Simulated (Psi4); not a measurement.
C$_{2}$H$_{9}$AlN, doublet, geometry from GFN2-xTB (such geometries of metal compounds can be far from the true shape) (the spin is typed, not shown lowest). Base run: HF/3-21G (Psi4).

Geometry (Å):
```xyz
13

Al     0.4561     0.1440     0.5855
C      1.1804     1.0245    -1.1045
H      2.0031     0.4533    -1.5519
H      1.5941     2.0142    -0.8840
H      0.4428     1.1821    -1.9018
C     -1.4807     0.5316     1.0898
H     -1.9250    -0.2742     1.6870
H     -2.1589     0.7002     0.2434
H     -1.5515     1.4315     1.7097
N     -0.2117    -1.5986    -0.6159
H     -0.8435    -1.1665    -1.2850
H     -0.7331    -2.2962    -0.0956
H      0.5265    -2.0629    -1.1342
```
Charge 0, spin multiplicity 2.
Orbitals are unrestricted.
All else is at Psi4's defaults (density fitting, Cartesian functions).
Base energy -375.28597 Eh.

Variants of this job, named by their change:

```csv
change,ΔE vs base (µEh),SCF cycles,basis functions
base,0.0,9,58
guess = gwh,0.0,10,58
scf_initial_accelerator = ediis,0.0,9,58
guess = sadno,0.0,10,58
df_basis_scf = cc-pvqz-jkfit,0.1,9,58
d_convergence = 1e-10,0.0,17,58
basis_guess = true,0.0,1,58
scf_type = direct,-61.7,11,58
ints_tolerance = 1e-8,0.0,9,58
scf_type = cd,436,9,58
e_convergence = 1e-4,0.0,9,58
scf_type = dfdirj+link,-248,9,58
guess = sapgau,0.0,10,58
```

Open shells are given as the SCF converged; they aren't shown to be the lowest states, and a large step between rows can be another state.
